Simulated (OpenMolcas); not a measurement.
Ba⁺: thermal populations, worked from levels

```yaml
Program: OpenMolcas
Basis: ANO-RCC-VTZP [8s7p4d2f1g]
Scalar_Hamiltonian: DKH2, point nucleus
Active_space: 1 electron in 9 orbitals (5d 6s 6p)
State_averaging: 2S+1 = 2 even, 6 roots; 2S+1 = 2 odd, 3 roots
Spin-orbit_coupling: state interaction with AMFI integrals over the reference wave functions, term energies averaged over their components
```

Methods: CASSCF; SS-CASPT2, IPEA 0.25 Eh, imaginary shift 0.1 Eh (closed shells correlated: 5s 5p). Measured levels: NIST Handbook of Basic Atomic Spectroscopic Data.

**Thermal populations.** Z = Σ (2J + 1) exp(-E/kT) with k = 0.695035 cm-1/K, over the levels below. No other level of either list lies under 42300 cm-1, which is above 7 kT at each temperature.

| Level | 2J + 1 | SS-CASPT2 | measured |
| --- | --- | --- | --- |
| 6s ²S_1/2 | 2 | 0.0 | 0.0 |
| 5d ²D_3/2 | 4 | 6596 | 4874 |
| 5d ²D_5/2 | 6 | 7397 | 5675 |
| 6p ²P°_1/2 | 2 | 19975 | 20262 |
| 6p ²P°_3/2 | 4 | 21012 | 21952 |

| T (K) | Z, SS-CASPT2 | Z, measured levels | Ground level (%), SS-CASPT2 | Ground level (%), measured levels |
| --- | --- | --- | --- | --- |
| 3000 | 2.342 | 2.781 | 85.4 | 71.9 |
| 5000 | 3.329 | 4.169 | 60.1 | 48.0 |
| 8000 | 4.954 | 5.956 | 40.4 | 33.6 |

At 8000 K, kT = 5560 cm-1, and the computed levels give Z = 2.000 + 1.221 + 1.586 + 0.055 + 0.091 = 4.954.

ANO sets are built for ground and valence states and can reach diffuse excited orbitals poorly. With one active electron the reference holds no correlation, so core polarisation is missing (holds for CASSCF). With one active electron, CASPT2 adds the correlation within the correlated inactive shells and between them and that electron, and leaves the splitting within a term as the reference gives it (holds for SS-CASPT2). Measured partners are found by configuration, term and J. A level has none where our copy of the source lacks it or the pairing is in doubt (some pairs that miss far off the trend of their configuration count as doubtful), and it then counts in no deviation. Only configurations of the active space appear.

° marks odd parity.
